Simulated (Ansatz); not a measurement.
Input and output for the cluster Ga₃.

```yaml
crystal:
  periodic: [false, false, false]
  atoms:
    - {symbol: Ga, position_ang: [0.800627, -0.966744, -0.741161]}
    - {symbol: Ga, position_ang: [-0.143807, 1.362171, -0.498746]}
    - {symbol: Ga, position_ang: [-0.656820, -0.395427, 1.239906]}
basis:
  gaussian: {orbitals: cc-pVTZ, final_grid: {core_spheres: 5, valence_spheres: 4, degree: 11}}
magnetization: {spin_polarized: true, initial_magnetization: 1}
hamiltonian: {xc: {name: wPBEh}}
scf: {omitted_lower_state_checks: [starts]}
```

```sh
$ ansatz run in.yaml --threads 2 --pin off --events-out ev --progress --plain --max-ram 4352MiB
```

Output, abridged:

```
Functional definition: wPBEh
882 factors; integrals over basis functions are off by at most 9.9e-4 eV
68 factors; integrals over basis functions are off by at most 2.5e-6 eV
mean field evaluation 1: about -157114.1388 eV, gradient 1.8e1 eV
mean field evaluation 2: about -157114.0736 eV, gradient 1.6e1 eV
mean field evaluation 4: about -157115.4370 eV, gradient 5.5e-1 eV
mean field evaluation 8: about -157115.4767 eV, gradient 7.2e-2 eV
mean field evaluation 16: about -157115.4767 eV, gradient 8.2e-5 eV
mean field -157115.47672543 eV, -5773.8872729644 hartree, gradient 5.3e-6 eV, S^2 0.765018; 0 other end points of the search recorded, 0 dependent functions left out
reference -157115.47677594 eV, -5773.8872748208 hartree; 47, 46 occupied and 82, 83 virtual orbitals, 882 factors
Total energy: -157115.47677594 eV, -5773.8872748208 hartree
Checks for a lower state left out: starts
```

It took 9.5 s on 2 threads of Intel Xeon Platinum 8375C on a shared host.
